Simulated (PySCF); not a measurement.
OsO2, SMILES [O]=[Os]=[O] (connectivity only; charge and spin as stated), neutral, multiplicity 3.

Coordinates come from a r2SCAN-D4/def2-TZVP optimisation. The spin state was assumed, not searched. The def2 effective core potentials stand for the cores of Os; spin–orbit coupling is left out.

The numbers are results of r2SCAN-D4/def2-TZVP in PySCF 2.14.0, not measurements.

Frequencies are harmonic and unscaled.

| mode | ν (cm⁻¹) | IR (km/mol) | moving atoms (share of kinetic energy) |
|---|---|---|---|
| 1 | 246 | 1.9 | O 89 %, Os 11 % |
| 2 | 988 | 194.7 | O 88 %, Os 12 % |
| 3 | 1036 | 23.4 | O 97 % |
